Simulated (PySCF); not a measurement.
# Working with the constants of CaSe

RHF-CCSD(T) constants of CaSe, ¹Σ⁺ (singlet), closed shell (PySCF, no relativity, basis sets Ca def2-TZVPP, Se def2-TZVPP; masses 39.9626 and 79.9165 u):

| Property | Result |
| --- | --- |
| ωe | 330.8 cm⁻¹ |
| ωexe | 1.1 cm⁻¹ |
| Be | 0.10073 cm⁻¹ |
| αe | 0.000418 cm⁻¹ |
| D (centrifugal) | 3.74e-08 cm⁻¹ |
| De to Ca + Se | 2.50 eV |

Problem. Estimate the standard entropy (1 bar) and heat capacity of the ideal gas at 1500 K, rigid rotor with B0 and harmonic oscillator at the fundamental.

Solution. Translation (Sackur–Tetrode, M = 119.88 u): 202.1 J/(mol K). Rotation: q = kT/(σB0) = 10400 with σ = 1, 85.2. Vibration: x = hcν0/kT = 0.315, 17.95. S° = 305.3 J/(mol K); Cp = 7R/2 + 8.25 = 37.3 J/(mol K).

Correlated steps freeze 14 core orbitals. Where the molecule has an RHF reference, its open-shell atoms are computed with UHF. The CCSD T1 diagnostic is raised, a sign that a single reference may not be enough here.
